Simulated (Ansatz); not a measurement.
```xyz
10

C    -0.322   -0.120   -1.453
As    1.017   -0.568   -0.082
C    -0.040   -0.039    1.492
H    -1.111   -0.873   -1.427
H     0.147   -0.148   -2.437
H    -0.758    0.865   -1.288
H     1.779    0.750   -0.191
H    -0.814   -0.789    1.658
H     0.608   -0.015    2.369
H    -0.506    0.937    1.359
```

Total charge 0; spin multiplicity 1.

Problem. List the PBE0/def2-TZVPP orbital energies in eV (the Gaussian-basis code of Ansatz). (Best estimate.)

Solution. Ansatz gave: Occupied: -11597.80, -1468.33, -1311.78, -1311.78, -1311.74, -278.11, -278.11, -191.69, -138.38, -138.38, -138.23, -44.84, -44.84, -44.72, -44.72, -44.66, -20.50, -19.21, -15.53, -11.94, -11.81, -11.26, -11.20, -9.19, -8.97, -6.77. Lowest empty: 0.68, 0.89, 2.03, 2.09, 2.88, 3.02, 3.27, 3.77.
